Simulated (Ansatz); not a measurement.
`N[Si@H](Cl)[Si@@H](N)F` + HCl → `N[SiH](Cl)Cl` + `N[SiH2]F`  (cleavage of the Si–Si bond)

Computed with Ansatz on PBE0-D4/def2-TZVP structures; ΔE is electronic, products minus reactants. CCSD(T)/CBS adds triple-zeta CCSD(T) − MP2 to the extrapolated MP2 energy (def2 sets, frozen cores). This one scheme is used for every species. Functionals use def2-TZVPP. B3LYP here is the variant with VWN-RPA as its local correlation; programs differ in this. One conformer a species, not always the lowest.

```json
{"level": "PBE-D4", "ΔE (kJ/mol)": "-93.3", "difference from CCSD(T)/CBS": "19.3"}
{"level": "r2SCAN-D4", "ΔE (kJ/mol)": "-110.6", "difference from CCSD(T)/CBS": "2.0"}
{"level": "PBE0-D4", "ΔE (kJ/mol)": "-101.2", "difference from CCSD(T)/CBS": "11.4"}
{"level": "B3LYP-D4", "ΔE (kJ/mol)": "-105.7", "difference from CCSD(T)/CBS": "6.9"}
{"level": "ωB97X-V", "ΔE (kJ/mol)": "-110.3", "difference from CCSD(T)/CBS": "2.3"}
{"level": "ωB97M-V", "ΔE (kJ/mol)": "-116.7", "difference from CCSD(T)/CBS": "-4.1"}
{"level": "B2PLYP", "ΔE (kJ/mol)": "-117.3", "difference from CCSD(T)/CBS": "-4.7"}
{"level": "PBE", "ΔE (kJ/mol)": "-98.8", "difference from CCSD(T)/CBS": "13.8"}
{"level": "r2SCAN", "ΔE (kJ/mol)": "-112.6", "difference from CCSD(T)/CBS": "0.0"}
{"level": "PBE0", "ΔE (kJ/mol)": "-106.5", "difference from CCSD(T)/CBS": "6.1"}
{"level": "B3LYP", "ΔE (kJ/mol)": "-114.1", "difference from CCSD(T)/CBS": "-1.5"}
{"level": "HF/def2-TZVPP", "ΔE (kJ/mol)": "-133.5", "difference from CCSD(T)/CBS": "-20.9"}
{"level": "MP2/def2-TZVPP", "ΔE (kJ/mol)": "-121.1", "difference from CCSD(T)/CBS": "-8.5"}
{"level": "SCS-MP2/def2-TZVPP", "ΔE (kJ/mol)": "-121.2", "difference from CCSD(T)/CBS": "-8.6"}
{"level": "CCSD/def2-TZVPP", "ΔE (kJ/mol)": "-113.3", "difference from CCSD(T)/CBS": "-0.7"}
{"level": "CCSD(T)/def2-TZVPP", "ΔE (kJ/mol)": "-110.7", "difference from CCSD(T)/CBS": "1.9"}
{"level": "HF/def2-QZVPP", "ΔE (kJ/mol)": "-134.4", "difference from CCSD(T)/CBS": "-21.8"}
{"level": "MP2/def2-QZVPP", "ΔE (kJ/mol)": "-122.5", "difference from CCSD(T)/CBS": "-9.9"}
{"level": "SCS-MP2/def2-QZVPP", "ΔE (kJ/mol)": "-122.6", "difference from CCSD(T)/CBS": "-10.0"}
{"level": "HF/CBS(def2)", "ΔE (kJ/mol)": "-134.5", "difference from CCSD(T)/CBS": "-21.9"}
{"level": "MP2/CBS(def2)", "ΔE (kJ/mol)": "-123.0", "difference from CCSD(T)/CBS": "-10.4"}
{"level": "CCSD/CBS(def2)", "ΔE (kJ/mol)": "-115.2", "difference from CCSD(T)/CBS": "-2.6"}
{"level": "CCSD(T)/CBS", "ΔE (kJ/mol)": "-112.6", "difference from CCSD(T)/CBS": "0"}
```

Largest T1 diagnostic among the species: 0.011.

From PBE to PBE0 (25 % exact exchange), in def2-TZVPP and without D4, ΔE moves by −7.7 kJ/mol. The D4 term adds +8.4 kJ/mol with B3LYP and +5.2 kJ/mol with PBE0; it sums over pairs of atoms, weighted by their polarisabilities, and B3LYP, whose exchange is more repulsive, gets the larger term.
